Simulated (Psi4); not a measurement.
C2H6N (SMILES [CH2]CN), doublet, geometry from GFN2-xTB; CCSD/3-21G (Psi4).

Here is a job for Psi4.
```
memory 2 GB

molecule mol {
0 2
C 
C  1 1.474578
N  2 1.477080 1 110.816392
H  1 1.074342 2 119.914930 3 -81.101905
H  1 1.074578 4 117.522850 2 -161.218806
H  2 1.092760 1 111.690487 4 160.132929
H  2 1.092598 6 109.047701 3 -114.868921
H  3 1.015582 2 109.851579 7 -62.818270
H  3 1.015582 8 107.615399 2 119.576566
}

set {
  basis 3-21g
  reference uhf
}

energy('ccsd')
print_variables()
```

What the program printed (banner, timings and long lists left out):

```
   => Loading Basis Set <=

    Name: 3-21G
    Role: ORBITAL
    Keyword: BASIS

         ---------------------------------------------------------
                                   SCF
               by Justin Turney, Rob Parrish, Andy Simmonett
                          and Daniel G. A. Smith
                              UHF Reference
         ---------------------------------------------------------

  ==> Geometry <==

    Molecular point group: c1
    Full point group: C1

    Geometry (in Angstrom), charge = 0, multiplicity = 2:

       Center              X                  Y                   Z               Mass
    ------------   -----------------  -----------------  -----------------  -----------------
         C           -0.000001718953     0.509547120735    -1.174908166536    12.000000000000
         C           -0.000001718953     0.509547120735     0.299669833464    12.000000000000
         N           -0.000001718953    -0.871115070231     0.824586246655    14.003074004430
         H            0.919995253369     0.365510778009    -1.710697150984     1.007825032230
         H           -0.917220828475     0.342599493683    -1.709282074053     1.007825032230
         H           -0.890088468515     0.998171993150     0.703545717755     1.007825032230
         H            0.889573363433     0.998866335522     0.703394081485     1.007825032230
         H            0.818515558051    -1.368479537891     0.486851362050     1.007825032230
         H           -0.820710059557    -1.367271698667     0.490410816012     1.007825032230

  Running in c1 symmetry.

  Rotational constants: A =      1.06631  B =      0.33106  C =      0.29354 [cm^-1]
  Rotational constants: A =  31967.27673  B =   9924.86033  C =   8800.21887 [MHz]
  Nuclear repulsion =   76.718974311278302

  Charge       = 0
  Multiplicity = 2
  Electrons    = 25
  Nalpha       = 13
  Nbeta        = 12

  ==> Algorithm <==

  SCF Algorithm Type is PK.
  DIIS enabled.
  MOM disabled.
  Fractional occupation disabled.
  Guess Type is SAD.
  Energy threshold   = 1.00e-08
  Density threshold  = 1.00e-08
  Integral threshold = 1.00e-12

  ==> Primary Basis <==

  Basis Set: 3-21G
    Blend: 3-21G
    Number of shells: 27
    Number of basis functions: 39
    Number of Cartesian functions: 39
    Spherical Harmonics?: false
    Max angular momentum: 1

  ==> Integral Setup <==

  Using in-core PK algorithm.
   Calculation information:
      Number of atoms:                   9
[...]
  @UHF Final Energy:  -132.86987944169834
    Total Energy =                       -132.8698794416983446
[...]
              8  22         0.0058577068
             10  23         0.0058176153
              9  13         0.0056538966

    Largest TIJAB Amplitudes:
     10   8   8   7        -0.0116909390
     12   8  10   9        -0.0109719263
     11   8   7   6        -0.0094130524
     12   7   9   5        -0.0086192527
     10   9   8   6         0.0086051455
     11   8  10   9         0.0068546650
     12  11  10   9        -0.0067856638
     12  11   7   6         0.0066850927
     12   8   9   7         0.0066206088
     12   7   9   1        -0.0065861903

    Largest Tijab Amplitudes:
     11   9   8   0        -0.0135453369
     11   9   7   0         0.0126343429
     11   8   7   0        -0.0113541874
     10   8   9   8         0.0112069118
     11   8   8   7         0.0092391455
     10   9   9   7         0.0080517597
      9   6  11   2         0.0079638560
     11   6  21   5        -0.0077731711
     11   9  21   7        -0.0073443234
     11   6   5   0         0.0073311342

    Largest TIjAb Amplitudes:
      9   9   6   7        -0.0355838235
      8   8   7   8         0.0276468297
     10  10   1   2         0.0262348749
      7   7   4   5        -0.0219128315
     12   5   2   0         0.0212710419
     10  10   5   6        -0.0201866836
     11  11   7   0        -0.0183782682
      6   6   4   5        -0.0183352708
     12   4   2   0         0.0182025809
     12   9   6   0        -0.0181791666

    SCF energy       (wfn)                    = -132.869879441698345
    Reference energy (file100)                = -132.869879441698231

    Opposite-spin MP2 correlation energy      =   -0.214486210687726
    Same-spin MP2 correlation energy          =   -0.058344182433230
    Singles MP2 correlation energy            =   -0.000000000000000
    MP2 correlation energy                    =   -0.272830393120956
      * MP2 total energy                      = -133.142709834819186

    Opposite-spin CCSD correlation energy     =   -0.255920646151786
    Same-spin CCSD correlation energy         =   -0.052481217911273
    Singles CCSD correlation energy           =   -0.000000000000000
    CCSD correlation energy                   =   -0.308401864063059
      * CCSD total energy                     = -133.178281305761288

  Variable Map:
  ----------------------------------------------------------------------------
[...]
  Array Variable Map:
  ----------------------------------------------------------------------------
[...]
[...]
```
